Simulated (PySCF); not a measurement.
# Two-component Hartree-Fock for Br+ (bromine, charge +1)

Start: [Ar] 3d10 4s1 4p5; 4s1/2 filled at m_j = +1/2; 4p1/2 filled at m_j = -1/2, +1/2; 4p3/2 filled at m_j = -1/2, +1/2, +3/2. Calculated with PySCF 2.14 in x2c-TZVPall-2c with one added diffuse shell each of s, p, d type (7s8p5d1f, 63 functions): generalised Hartree-Fock with the X2C-1e Hamiltonian and a Gaussian nucleus; one run each with spin-orbit coupling (SO) switched off, then screened by Boettger's factors. This is a chosen level, not necessarily the ground level.

```csv
spinor shell,electrons,"ε, spin-free (eV)","ε, screened SO (eV)",weight of nominal j (screened SO),"rms radius, screened SO (bohr)"
1s1/2,2,-13570.7,-13570.3,1.000,0.0492
2s1/2,2,-1838.9,-1838.8,1.000,0.205
2p1/2,2,-1618.3,-1650.8,1.000,0.180
2p3/2,4,-1618.3,-1602.6,1.000,0.184
3s1/2,2,-290.31,-290.23,1.000,0.588
3p1/2,2,-218.46,-223.45,0.998,0.600
3p3/2,4,-218.46,-215.99,0.999,0.610
3d3/2,4,-98.906,-99.571,0.979,0.648
3d5/2,6,-98.906,-98.353,0.986,0.650
4s1/2,1,-41.975,-41.928,1.000,1.75
4p1/2,2,-22.667,-22.489,0.657,2.12
4p3/2,3,-22.667,-22.813,0.772,2.11
```

```csv
quantity,spin-free,screened SO
E (hartree),-2603.42240,-2603.56791
M_J,2,2
⟨J²⟩,6.020,6.020
⟨L²⟩,2.003,2.007
⟨S²⟩,2.017,2.018
```

Each row is a mean over spinors that exchange with the open shell spreads, by up to 5.217 eV (4p1/2).

Rows whose weight is well below 1 are mixtures of j = l ± 1/2: exchange outweighs spin-orbit coupling there, and the label is only the starting occupation.

Without spin-orbit coupling the j labels of p, d and f shells carry no meaning; the spin-free column gives the mean over the occupied spinors of each nl shell.
